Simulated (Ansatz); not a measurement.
The molecule WO+, multiplicity 4 (lowest of 2S+1 = 2, 4, 6, 8, 10 at CCSD(T)/def2-TZVPP on PBE0 minima; our sources give no spin for the ground state, which may be another). No spin–orbit coupling.

The constants come from a fifth-degree fit in 1/R (seven points, main isotopes). In def2 and cc sets the state is the lowest found near the PBE0 minimum, followed along R.

Codes used: Ansatz (Gaussian basis) for Hartree–Fock, density functionals and correlated methods. Values without a source in brackets are computed. In def2 rows elements past Kr take small-core potentials, without spin–orbit coupling.

**Question.** What bond length and harmonic frequency does PBE/def2-TZVPP give?

**Answer.** r_e = 1.650 Å, ω_e = 1086 cm⁻¹.

**Question.** What bond length and harmonic frequency does CAM-B3LYP/def2-TZVPP give?

**Answer.** r_e = 1.632 Å, ω_e = 1149 cm⁻¹.

**Question.** What bond length and harmonic frequency does wB97X-V/def2-TZVPP give?

**Answer.** r_e = 1.627 Å, ω_e = 1165 cm⁻¹.

Ansatz is a first-principles code.
